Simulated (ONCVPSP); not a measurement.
**Which change was made? (Rh, ONCV)**

Rh, optimised norm-conserving Vanderbilt (ONCV), made with ONCVPSP 4.0.1 (PBEsol, scalar-relativistic). Core [Ar] 3d10, reference 4s2 4p6 4d8 5s0.75 (charge +0.25). Waves: 4s+5s: rc 1.75 bohr, ncon 4, nbas 7, qcut 7.3 1/bohr, 2 projectors; 4p: rc 1.80 bohr, ncon 3, nbas 7, qcut 7.5 1/bohr, 1 projector; 4d: rc 1.30 bohr, ncon 4, nbas 7, qcut 7.6 1/bohr, local. Local part: the d channel. Core correction: none.

Cutoffs, loose and tight: the cutoffs (Ha) at which the residual kinetic energy of the hardest occupied pseudo-wave falls to 1 and 0.1 mHa per electron. They do not see the model core or the augmentation charge, which bear on the density cutoff. Test errors are all-electron minus pseudo excitation energies from the reference, over the configurations 4s2 4p6 4d8 5s1; 4s2 4p6 4d8 5s0; 4s2 4p6 4d7 5s0; 4s2 4p5 4d8 5s1; variants that change the core or the reference have their own tests.

The base gives: outcome: generated; cutoff, loose: 28 Ha; cutoff, tight: 55 Ha; bound ghosts: none; GHOST(+) flags above zero: none; largest test error (meV): -67.

Q: After one change the result is: outcome: generated; cutoff, loose: 91 Ha; cutoff, tight: 106 Ha; bound ghosts: none; GHOST(+) flags above zero: s; largest test error (meV): +11. Which change was it?
A. s: qcut 9.8; p: qcut 10; d: qcut 10.2
B. s: qcut 5.9; p: qcut 6.1; d: qcut 6.1
C. s: qcut 4.6; p: qcut 4.7; d: qcut 4.8

A: C. The others give: s: qcut 9.8; p: qcut 10; d: qcut 10.2 → outcome: generated; cutoff, loose: 30 Ha; cutoff, tight: 38 Ha; bound ghosts: none; GHOST(+) flags above zero: none; largest test error (meV): -51 | s: qcut 5.9; p: qcut 6.1; d: qcut 6.1 → outcome: generated; cutoff, loose: 75 Ha; cutoff, tight: 99 Ha; bound ghosts: none; GHOST(+) flags above zero: none; largest test error (meV): -52.
